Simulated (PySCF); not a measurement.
**C²⁺ (carbon, charge +2): UHF calculation**

Configuration: [He] 2s2, closed-shell 1S. Computed with PySCF 2.14 in cc-pVTZ (4s3p2d1f, 30 functions), with the non-relativistic Hamiltonian (point nucleus).

| Quantity | Value |
| --- | --- |
| Total energy | -36.407383 hartree |
| One-electron energy | -44.1280 hartree |
| Hartree (Coulomb) energy | 12.0351 hartree |
| Exchange energy | -4.3145 hartree |
| Kinetic energy | 36.41381 hartree |
| ⟨S²⟩ | 0.0000 |
| ⟨L²⟩ | 0.000 |
| Sum of ⟨r⟩ | 3.279 bohr |
| Sum of ⟨r²⟩ | 4.627 bohr² |
| Density at the nucleus (Gaussians lack the cusp) | 125 bohr⁻³ |
| Langevin diamagnetic susceptibility | -3.67 ×10⁻⁶ cm³/mol |
| Time after the integrals | 0.09 s of wall time on 1 thread of Neoverse-N1 (shared host) |

| shell | electrons | mean orbital energy (eV) | rms radius, mean of both spins (bohr) |
| --- | --- | --- | --- |
| 1s | 2 | -344.21 | 0.310 |
| 2s | 2 | -46.091 | 1.49 |
